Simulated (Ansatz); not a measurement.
cis-NiI2(PH3)2 (NiP2H6I2), relaxed as a singlet with RKS r2SCAN-D4/def2-SVP in Ansatz, starting from the GFN2-xTB geometry. Force threshold 0.02 eV/Å.

In the def2 sets I takes a core potential; there is no spin–orbit coupling. The restricted singlet is unstable towards broken spin symmetry in Hartree–Fock (as tested in another run); at r2SCAN-D4/def2-SVP this wasn't settled. The relaxation made no stability test and no search for a lower SCF solution. No other spin state of charge 0 was run. Another isomer (singlet) lies 0.32 eV lower at PBE0-D4/def2-TZVP; other spin states weren't run for this one.

Start:

```xyz
11

I     3.187    0.084    0.200
I     1.266    0.827   -2.815
Ni    0.832    0.165   -0.489
P    -1.233    0.266   -1.118
P     0.479   -0.426    1.559
H    -1.660   -0.511   -2.174
H    -1.724    1.467   -1.588
H    -2.310   -0.020   -0.263
H     0.934    0.386    2.578
H     1.035   -1.600    2.023
H    -0.806   -0.637    2.086
```

Task: Estimate the energy that the relaxation releases and the steps that it takes.

Result: 3.8 kcal/mol, in 5 steps; 32 s on 4 threads of Arm Neoverse N1 on a shared host. No frequencies were taken in this run, so the end may be a saddle point.

Task: Does the start keep its bonding?

Result: By distances, no bond broke or formed. The bond that changes most is I1–Ni3, from 2.45 to 2.52 Å (atoms count from 1).

Task: Predict the relaxed structure.

Result: 
```csv
atom,x (Å),y (Å),z (Å)
I1,3.247,0.080,0.208
I2,1.285,0.850,-2.867
Ni3,0.824,0.166,-0.484
P4,-1.213,0.261,-1.090
P5,0.463,-0.417,1.529
H6,-1.654,-0.576,-2.145
H7,-1.727,1.501,-1.546
H8,-2.240,-0.048,-0.140
H9,0.901,0.434,2.574
H10,1.000,-1.645,1.990
H11,-0.887,-0.606,1.972
```
Bond lengths: 2 × Ni–P 2.13 Å; 2 × I–Ni 2.52 Å; 6 × H–P 1.42 to 1.43 Å.
